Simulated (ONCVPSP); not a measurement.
Transferability test, ONCV potential for phosphorus (P)

ONCVPSP 4.0.1 input, shortened (lines: element, Z, core and valence counts, functional; n l f; lmax; l rc ep ncon nbas qcut; lloc lpopt rc5 dvloc0; l nproj debl; icmod fcfact rcfact), Wu-Cohen, fully relativistic:

```
  P 15.00    1    4  -118130      upf
    1    0    2.00
    2    0    2.00
    2    1    6.00
    3    0    2.00
    3    1    3.00
    2
    0    0.95    0.00    4    8   14.00
    1    0.80    0.00    5    9   16.70
    2    0.70    0.14    5    9   14.90
    4    4    0.60    1.00
    0    3    0.70
    1    2    1.10
    2    1    2.60
    1    0.50    0.00
```

Open shells are filled in proportion to 2j + 1.

Energies are relative to the spin-unpolarised reference configuration 2s2 2p6 3s2 3p3; without spin polarisation the order of configurations can differ from experiment.

```
valence configuration  charge  ΔE all-electron (eV)  error AE − PS (meV)
      2s2 2p6 3s2 3p0      +3                58.604                  +12
      2s2 2p6 3s1 3p0      +4               110.596                  +12
```

**Question.** What are ΔE and the potential's error for 2s2 2p6 3s2 3p2?

**Answer.** ΔE = 9.707 eV all-electron; the error (AE − PS) is +1.2 meV.

**Question.** What are ΔE and the potential's error for 2s2 2p6 3s2 3p1?

**Answer.** ΔE = 28.846 eV all-electron; the error (AE − PS) is +4.4 meV.

Levels in the configuration 2s2 2p6 3s2 3p0:

```csv
level,all-electron (eV),pseudo (eV)
2s j=1/2,-212.114,-212.116
2p j=3/2,-162.727,-162.616
2p j=1/2,-163.653,-163.538
3s j=1/2,-45.632,-45.630
```
